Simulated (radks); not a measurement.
Values are calculated unless marked as measured or tabulated.
Question: Neutral scandium, 21 electrons, occupied as [Ar] 3d1 4s2. Code: a radial shooting solver on a logarithmic mesh with Libxc functionals. Model: scalar-relativistic Kohn-Sham, LDA (Slater exchange, Perdew-Wang correlation), spin-polarised, spherical densities, point nucleus; open shells are filled with parallel spins first; hard spherical wall at 20 bohr. Some entries of the table are withheld. Estimate them.

| orbital | occ. | eigenvalue (eV) | r(max) (bohr) |
|---|---|---|---|
| 1s down | 1 | -4385.074 | 0.04791 |
| 1s up | 1 | -4385.071 | 0.04791 |
| 2s up | 1 | -472.9845 | 0.2843 |
| 2s down | 1 | -472.7533 | 0.2843 |
| 2p up | 3 | -388.0313 | 0.2323 |
| 2p down | 3 | -387.8495 | 0.2322 |
| 3s up | 1 | -55.0102 | 0.9265 |
| 3s down | 1 | -54.2717 | 0.9263 |
| 3p up | 3 | -33.8645 | 0.9668 |
| 3p down | 3 | -33.1301 | 0.9666 |
| 4s up | 1 | -4.4138 | 3.043 |
| 4s down | 1 | -4.1391 | 3.103 |
| 3d up | 1 | (1) | 1.095 |
| 3d down | 0 | (2) | 1.099 |
| 4p up | 0 | -1.5799 | 3.981 |
| 4p down | 0 | -1.4474 | 4.107 |
| 5s up | 0 | 0.0267 | (3) |
| 5s down | 0 | 0.0542 | (4) |
| 4d up | 0 | 0.6471 | 10.13 |
| 4d down | 0 | 0.6606 | 10.32 |

Answer: 
(1) 3d up eigenvalue (eV): -3.6927
(2) 3d down eigenvalue (eV): -3.0558
(3) 5s up r(max) (bohr): 9.424
(4) 5s down r(max) (bohr): 9.612
